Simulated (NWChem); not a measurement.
System: C₆H₇, doublet; SMILES [CH]1C=CC=CC1

Here is an NWChem input.

```
start job
memory heap 200 mb stack 900 mb global 1100 mb
geometry units angstroms noautoz
  C     -1.248558     0.628797     0.000000
  C     -1.226210    -0.737939     0.000000
  C     -0.004468    -1.456872     0.000000
  C      1.221684    -0.745480     0.000000
  C      1.252449     0.621096     0.000000
  C      0.004468     1.442785     0.000000
  H     -2.204424     1.160683     0.000000
  H     -2.170249    -1.290348     0.000000
  H     -0.007834    -2.548437     0.000000
  H      2.162301    -1.303694     0.000000
  H      2.211576     1.147081     0.000000
  H      0.006600     2.138116     0.868360
  H      0.006600     2.138116    -0.868360
end
basis spherical
  * library 6-31g*
end
dft
  odft
  mult 2
  xc becke88 lyp
  iterations 150
  mulliken
end
task dft energy
```

NWChem printed, in part:

```
             Northwest Computational Chemistry Package (NWChem) 7.3.0
             --------------------------------------------------------

 C2V symmetry detected

                             Geometry "geometry" -> ""
                             -------------------------

 Output coordinates in angstroms (scale by  1.889725989 to convert to a.u.)

  No.       Tag          Charge          X              Y              Z
 ---- ---------------- ---------- -------------- -------------- --------------
    1 C                    6.0000     0.00000000    -1.25050943     0.62597647
    2 C                    6.0000     0.00000000    -1.22395281    -0.74068601
    3 C                    6.0000     0.00000000     0.00000000    -1.45585191
    4 C                    6.0000     0.00000000     1.22395281    -0.74068601
    5 C                    6.0000     0.00000000     1.25050943     0.62597647
    6 C                    6.0000     0.00000000     0.00000000     1.44381886
    7 H                    1.0000     0.00000000    -2.20801047     1.15491448
    8 H                    1.0000     0.00000000    -2.16628528    -1.29600015
    9 H                    1.0000     0.00000000     0.00000000    -2.54742210
   10 H                    1.0000     0.00000000     2.16628528    -1.29600015
   11 H                    1.0000     0.00000000     2.20801047     1.15491448
   12 H                    1.0000     0.86836000     0.00000000     2.13915313
   13 H                    1.0000    -0.86836000     0.00000000     2.13915313

 Effective nuclear repulsion energy (a.u.)     209.6644301485

      Symmetry information
      --------------------

 Group name             C2v
 Group number             16
 Group order               4
 No. of unique centers     8

                                 NWChem DFT Module
                                 -----------------

 Summary of "ao basis" -> "ao basis" (spherical)
 ------------------------------------------------------------------------------
       Tag                 Description            Shells   Functions and Types
 ---------------- ------------------------------  ------  ---------------------
 C                           6-31g*                  6       14   3s2p1d
 H                           6-31g*                  2        2   2s

      Symmetry analysis of basis
      --------------------------

        a1         42
        a2         10
        b1         16
        b2         30

            General Information
            -------------------
          SCF calculation type: DFT
          Wavefunction type:  spin polarized.
          No. of atoms     :    13
          No. of electrons :    43
           Alpha electrons :    22
            Beta electrons :    21
          Charge           :     0
          Spin multiplicity:     2
          Use of symmetry is: on ; symmetry adaption is: on
          Maximum number of iterations: 150
          AO basis - number of functions:    98
                     number of shells:    50
          Convergence on energy requested:  1.00D-06
          Convergence on density requested:  1.00D-05
          Convergence on gradient requested:  5.00D-04

              XC Information
              --------------
                    Becke 1988 Exchange Functional  1.000
              Lee-Yang-Parr Correlation Functional  1.000

             Grid Information
             ----------------
          Grid used for XC integration:  medium
          Radial quadrature: Mura-Knowles
          Angular quadrature: Lebedev.
          Tag              B.-S. Rad. Rad. Pts. Rad. Cut. Ang. Pts.
          ---              ---------- --------- --------- ---------
          C                   0.70       49          10.0       434
          H                   0.35       45          12.0       434
          Grid pruning is: on
          Number of quadrature shells:   376
          Spatial weights used:  Erf1

      Superposition of Atomic Density Guess
      -------------------------------------

 Sum of atomic energies:        -229.44915266

      Non-variational initial energy
      ------------------------------

 Total energy =    -233.535563
 1-e energy   =    -722.274749
 2-e energy   =     279.074756
 HOMO         =      -0.113458
 LUMO         =       0.019145

   Symmetry analysis of molecular orbitals - initial alpha
   -------------------------------------------------------

  Numbering of irreducible representations:

     1 a1          2 a2          3 b1          4 b2

  Orbital symmetries:

     1 a1          2 b2          3 a1          4 a1          5 a1
     6 b2          7 a1          8 b2          9 a1         10 a1
    11 b2         12 a1         13 a1         14 b1         15 b2
    16 b2         17 a1         18 b1         19 a1         20 b2
    21 a2         22 b1         23 a2         24 a1         25 b1
    26 a1         27 b2         28 a1         29 b2         30 a1
    31 b1         32 a1

   Symmetry analysis of molecular orbitals - initial beta
   ------------------------------------------------------

  Numbering of irreducible representations:

     1 a1          2 a2          3 b1          4 b2

  Orbital symmetries:

     1 a1          2 b2          3 a1          4 a1          5 a1
     6 b2          7 a1          8 b2          9 a1         10 a1
    11 b2         12 a1         13 a1         14 b1         15 b2
    16 b2         17 a1         18 b1         19 a1         20 b2
    21 a2         22 b1         23 a2         24 a1         25 b1
    26 a1         27 b2         28 a1         29 b2         30 a1
    31 b1         32 a1

     ---------------------------------------------
      Total Density - Mulliken Population Analysis
     ---------------------------------------------

    Atom       Charge   Shell Charges
 -----------   ------   -------------------------------------------------------
    1 C    6     6.21   2.00  0.73  1.89  0.56  0.99  0.04
    2 C    6     6.21   2.00  0.74  1.94  0.51  0.98  0.04
    3 C    6     6.28   2.00  0.74  1.92  0.54  1.04  0.04
    4 C    6     6.21   2.00  0.74  1.94  0.51  0.98  0.04
    5 C    6     6.21   2.00  0.73  1.89  0.56  0.99  0.04
    6 C    6     6.43   2.00  0.71  1.97  0.61  1.10  0.04
    7 H    1     0.79   0.47  0.32
    8 H    1     0.79   0.47  0.32
    9 H    1     0.78   0.47  0.32
   10 H    1     0.79   0.47  0.32
   11 H    1     0.79   0.47  0.32
   12 H    1     0.76   0.45  0.31
   13 H    1     0.76   0.45  0.31

     --------------------------------------------
      Spin Density - Mulliken Population Analysis
     --------------------------------------------

    Atom       Charge   Shell Charges
 -----------   ------   -------------------------------------------------------
    1 C    6     0.25   0.00  0.00  0.14  0.00  0.11  0.00
    2 C    6     0.01   0.00  0.00  0.00  0.00  0.00  0.01
    3 C    6     0.36   0.00  0.00  0.20  0.00  0.16  0.00
    4 C    6     0.01   0.00  0.00  0.00  0.00  0.00  0.01
    5 C    6     0.25   0.00  0.00  0.14  0.00  0.11  0.00
    6 C    6     0.02   0.00 -0.00  0.01  0.00 -0.00  0.01
    7 H    1     0.00   0.00  0.00
    8 H    1     0.00   0.00  0.00
    9 H    1     0.00   0.00  0.00
   10 H    1     0.00   0.00  0.00
   11 H    1     0.00   0.00  0.00
   12 H    1     0.05   0.03  0.02
   13 H    1     0.05   0.03  0.02

   convergence    iter        energy       DeltaE   RMS-Dens  Diis-err
 ---------------- ----- ----------------- --------- --------- ---------
 d= 0,ls=0.0,diis     1   -232.5961992039 -4.42D+02  5.25D-03  1.43D-01
                                                     5.20D-03  1.38D-01
 d= 0,ls=0.0,diis     2   -232.6502958825 -5.41D-02  3.21D-03  1.86D-02
                                                     2.87D-03  1.92D-02
 d= 0,ls=0.0,diis     3   -232.6265941867  2.37D-02  2.24D-03  6.18D-02
                                                     1.84D-03  5.51D-02
 d= 0,ls=0.0,diis     4   -232.6616586555 -3.51D-02  3.58D-04  1.35D-03
                                                     3.50D-04  1.45D-03
 d= 0,ls=0.0,diis     5   -232.6623492819 -6.91D-04  1.15D-04  2.20D-04
                                                     1.07D-04  2.04D-04
  Resetting Diis
 d= 0,ls=0.0,diis     6   -232.6624613066 -1.12D-04  4.92D-05  1.25D-05
                                                     3.31D-05  7.27D-06
 d= 0,ls=0.0,diis     7   -232.6624703989 -9.09D-06  2.47D-05  1.59D-06
                                                     3.69D-05  4.53D-06
 d= 0,ls=0.0,diis     8   -232.6624692248  1.17D-06  1.99D-05  8.82D-06
                                                     1.62D-05  6.41D-06
 d= 0,ls=0.0,diis     9   -232.6624731653 -3.94D-06  8.74D-06  1.10D-07
                                                     5.29D-06  1.02D-07
 d= 0,ls=0.0,diis    10   -232.6624732232 -5.79D-08  3.51D-06  1.99D-07
                                                     5.70D-06  2.61D-07

         Total DFT energy =     -232.662473223186
      One electron energy =     -727.479593218493
           Coulomb energy =      320.211587870372
    Exchange-Corr. energy =      -35.058898023522
 Nuclear repulsion energy =      209.664430148457

 Numeric. integr. density =       43.000010094978

                  Occupations of the irreducible representations
                  ----------------------------------------------

                     irrep           alpha         beta
                     --------     --------     --------
                     a1               11.0         11.0
                     a2                1.0          1.0
                     b1                3.0          2.0
                     b2                7.0          7.0

                    DFT Final Alpha Molecular Orbital Analysis
                    ------------------------------------------

 Vector   20  Occ=1.000000D+00  E=-2.726563D-01  Symmetry=b1
              MO Center=  1.6D-16,  7.2D-15, -5.4D-01, r^2= 2.9D+00
   Bfn.  Coefficient  Atom+Function         Bfn.  Coefficient  Atom+Function
  ----- ------------  ---------------      ----- ------------  ---------------
    31      0.348010   3 C  px               17      0.259511   2 C  px
    45      0.259511   4 C  px               35      0.212227   3 C  px
    73     -0.159426   6 C  px               21      0.156977   2 C  px
    49      0.156977   4 C  px               96     -0.127226  12 H  s
    98      0.127226  13 H  s                 3      0.113514   1 C  px

 Vector   21  Occ=1.000000D+00  E=-2.171371D-01  Symmetry=a2
              MO Center= -6.3D-16, -2.0D-15,  2.7D-02, r^2= 3.0D+00
   Bfn.  Coefficient  Atom+Function         Bfn.  Coefficient  Atom+Function
  ----- ------------  ---------------      ----- ------------  ---------------
     3      0.320700   1 C  px               59     -0.320700   5 C  px
    17      0.278500   2 C  px               45     -0.278500   4 C  px
     7      0.222609   1 C  px               63     -0.222609   5 C  px
    21      0.180957   2 C  px               49     -0.180957   4 C  px

 Vector   22  Occ=1.000000D+00  E=-1.198637D-01  Symmetry=b1
              MO Center= -4.8D-17, -5.1D-15,  4.4D-02, r^2= 3.5D+00
   Bfn.  Coefficient  Atom+Function         Bfn.  Coefficient  Atom+Function
  ----- ------------  ---------------      ----- ------------  ---------------
    31      0.382402   3 C  px               35      0.341790   3 C  px
     3     -0.329774   1 C  px               59     -0.329774   5 C  px
     7     -0.287453   1 C  px               63     -0.287453   5 C  px
    96      0.216826  12 H  s                98     -0.216826  13 H  s
    95      0.130169  12 H  s                97     -0.130169  13 H  s

 Vector   23  Occ=0.000000D+00  E=-1.442970D-02  Symmetry=a2
              MO Center=  2.4D-16,  4.5D-15, -1.4D-01, r^2= 3.4D+00
   Bfn.  Coefficient  Atom+Function         Bfn.  Coefficient  Atom+Function
  ----- ------------  ---------------      ----- ------------  ---------------
    21     -0.424987   2 C  px               49      0.424987   4 C  px
     7      0.396876   1 C  px               63     -0.396876   5 C  px
    17     -0.341151   2 C  px               45      0.341151   4 C  px
     3      0.309327   1 C  px               59     -0.309327   5 C  px
    38      0.030594   3 C  d -2             80     -0.027145   6 C  d -2

 Vector   24  Occ=0.000000D+00  E= 6.940957D-02  Symmetry=a1
              MO Center=  1.8D-15,  3.4D-14,  1.2D-01, r^2= 8.1D+00
   Bfn.  Coefficient  Atom+Function         Bfn.  Coefficient  Atom+Function
  ----- ------------  ---------------      ----- ------------  ---------------
    76      0.990788   6 C  s                86     -0.729023   7 H  s
    94     -0.729023  11 H  s                90     -0.692842   9 H  s
    88     -0.645413   8 H  s                92     -0.645413  10 H  s
    96     -0.612914  12 H  s                98     -0.612914  13 H  s
    20      0.516991   2 C  s                48      0.516991   4 C  s

 Vector   25  Occ=0.000000D+00  E= 7.389426D-02  Symmetry=b1
              MO Center=  2.8D-15, -4.4D-15, -2.8D-01, r^2= 4.0D+00
   Bfn.  Coefficient  Atom+Function         Bfn.  Coefficient  Atom+Function
  ----- ------------  ---------------      ----- ------------  ---------------
    35      0.536160   3 C  px               96     -0.533449  12 H  s
    98      0.533449  13 H  s                21     -0.482872   2 C  px
    49     -0.482872   4 C  px               77      0.378045   6 C  px
    31      0.362607   3 C  px               17     -0.342324   2 C  px
    45     -0.342324   4 C  px                7      0.204037   1 C  px

                     DFT Final Beta Molecular Orbital Analysis
                     -----------------------------------------

 Vector   19  Occ=1.000000D+00  E=-2.729879D-01  Symmetry=b2
              MO Center= -2.3D-16, -7.5D-15,  7.6D-02, r^2= 4.2D+00
   Bfn.  Coefficient  Atom+Function         Bfn.  Coefficient  Atom+Function
  ----- ------------  ---------------      ----- ------------  ---------------
    74      0.291111   6 C  py               32     -0.257013   3 C  py
     4     -0.238088   1 C  py               60     -0.238088   5 C  py
    18      0.222004   2 C  py               46      0.222004   4 C  py
    86      0.193056   7 H  s                94     -0.193056  11 H  s
    88     -0.177588   8 H  s                92      0.177588  10 H  s

 Vector   20  Occ=1.000000D+00  E=-2.591038D-01  Symmetry=b1
              MO Center=  2.2D-16,  3.6D-15, -5.1D-01, r^2= 2.9D+00
   Bfn.  Coefficient  Atom+Function         Bfn.  Coefficient  Atom+Function
  ----- ------------  ---------------      ----- ------------  ---------------
    31      0.297065   3 C  px               17      0.286139   2 C  px
    45      0.286139   4 C  px               21      0.185393   2 C  px
    49      0.185393   4 C  px               35      0.178543   3 C  px
    73     -0.155293   6 C  px               96     -0.124187  12 H  s
    98      0.124187  13 H  s                 3      0.112720   1 C  px

 Vector   21  Occ=1.000000D+00  E=-2.041145D-01  Symmetry=a2
              MO Center= -2.7D-16, -7.7D-16, -1.2D-01, r^2= 3.0D+00
   Bfn.  Coefficient  Atom+Function         Bfn.  Coefficient  Atom+Function
  ----- ------------  ---------------      ----- ------------  ---------------
    17      0.315489   2 C  px               45     -0.315489   4 C  px
     3      0.278316   1 C  px               59     -0.278316   5 C  px
    21      0.216021   2 C  px               49     -0.216021   4 C  px
     7      0.193788   1 C  px               63     -0.193788   5 C  px

[...]
```

Level: BLYP/6-31G* (spherical d), spin-unrestricted. In the optimisation the excess spin sits in a" (Cs, its own frame). Coordinates come from a PBE0/def2-SVP, spin-unrestricted optimisation. No stability test was run on the SCF state.
